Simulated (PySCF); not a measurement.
C4H4FNO.
Numbering: `[N:1]#[C:2][C@@H:3]1[O:4][CH2:5][C@H:6]1[F:7]` (hydrogens: H8 on C3; H9, H10 on C5; H11 on C6)

Level of theory: PBE0-D3(BJ)/def2-SVP geometry optimisation, gas phase (PySCF).

Some entries are withheld.

```csv
coordinate,value
N1≡C2,1.157 Å
C2–C3,?
C3–O4,1.420 Å
O4–C5,?
C5–C6,?
C6–F7,?
C3–C6,1.542 Å
C3–H8,1.106 Å
C5–H9,1.103 Å
C5–H10,1.102 Å
C6–H11,1.100 Å
N1–C2–C3,178.9°
C2–C3–O4,113.3°
C2–C3–C6,117.1°
O4–C3–C6,91.5°
C3–O4–C5,?
O4–C5–C6,?
C5–C6–F7,?
C3–C6–C5,84.2°
C3–C6–F7,114.3°
```

**Question.** Fill in the missing values.

**Answer.** 
- C2–C3 = 1.462 Å, drawn single (nitrile carbon to sp3 carbon bound to oxygen); 0.01 Å above the sum of covalent radii, 1.45 Å.
- O4–C5 = 1.430 Å, drawn single (cyclic ether oxygen to sp3 carbon bound to oxygen); 0.01 Å above the sum of covalent radii, 1.42 Å.
- C5–C6 = 1.527 Å, drawn single (sp3 carbon bound to oxygen to sp3 C–F carbon); 0.01 Å above the sum of covalent radii, 1.52 Å.
- C6–F7 = 1.356 Å, drawn single (sp3 C–F carbon to alkyl fluorine); 0.03 Å above the sum of covalent radii, 1.33 Å.
- C3–O4–C5 = 92.4°, at the cyclic ether oxygen, inside a 4-membered ring; the outer atoms are 2.057 Å apart.
- O4–C5–C6 = 91.7°, at the sp3 carbon bound to oxygen, inside a 4-membered ring; the outer atoms are 2.123 Å apart.
- C5–C6–F7 = 115.4°, at the sp3 C–F carbon; the outer atoms are 2.439 Å apart.

Radii are Cordero's, carbon taken as 0.76, 0.73 or 0.69 Å for four, three, and two or fewer neighbours.

Stationary, but not proved a minimum.
